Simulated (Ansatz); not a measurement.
**C3H8F2O2Si: where a starting geometry ends**

The starting geometry of this gas-phase triplet was optimised with GFN2-xTB as a singlet; its bonds are those of `C[C@H](CO)O[SiH](F)F`.

```xyz
16

C    -1.5649    0.2389   -0.3886
C    -0.1439   -0.1881   -0.7291
C     0.0341   -0.4376   -2.2278
F     2.8052   -1.8245   -0.1176
F     1.1797   -3.2938    1.0839
O     1.3690   -0.8401   -2.4085
O     0.1649   -1.3541   -0.0191
Si    1.3329   -2.4239   -0.2443
H    -1.6537    0.3767    0.6849
H    -1.8092    1.1710   -0.8899
H    -2.2676   -0.5310   -0.6970
H     0.5727    0.5894   -0.4322
H    -0.1804    0.4815   -2.7867
H    -0.6620   -1.2262   -2.5405
H     1.5002   -1.1897   -3.2953
H     1.2699   -3.3314   -1.3604
```

Task: Where would you expect an optimisation with PBE0-D3(BJ)/def2-SVP to take it?

Result: It loosens into C3H7F2O2Si + H, which stay close as a complex. Contacts that open: O6–H15 (0.96 → 2.89 Å).

The energy falls by 3.12 eV over 26 steps:

```csv
step,E − E(last) (eV)
1,3.120
4,0.569
7,0.115
9,0.032
12,0.003
15,0.001
18,0.001
20,0.000
23,0.000
26,0.000
```

Final geometry (Å):

```
atom    x (Å)    y (Å)    z (Å)
   C  -1.5332   0.2866  -0.3501
   C  -0.1813  -0.3146  -0.6536
   C   0.0289  -0.5703  -2.1501
   F   2.6140  -1.5317  -0.0196
   F   1.3185  -3.1386   1.5093
   O   1.0986  -1.3547  -2.3993
   O  -0.0479  -1.5409   0.0196
  Si   1.3086  -2.4757   0.0403
   H  -1.6308   0.4732   0.7280
   H  -1.6669   1.2410  -0.8813
   H  -2.3354  -0.4043  -0.6518
   H   0.6169   0.3761  -0.3212
   H   0.0276   0.3559  -2.7625
   H  -0.8417  -1.1685  -2.5219
   H   1.7982  -0.4242  -5.0444
   H   1.3727  -3.5923  -0.9097
```

The end wasn't checked by frequencies. Open shells are spin-unrestricted. The triplet needn't be the ground state. Run with Ansatz 0.2.0, 5.5 min on 2 threads of Intel(R) Xeon(R) Processor @ 2.70GHz (shared host).
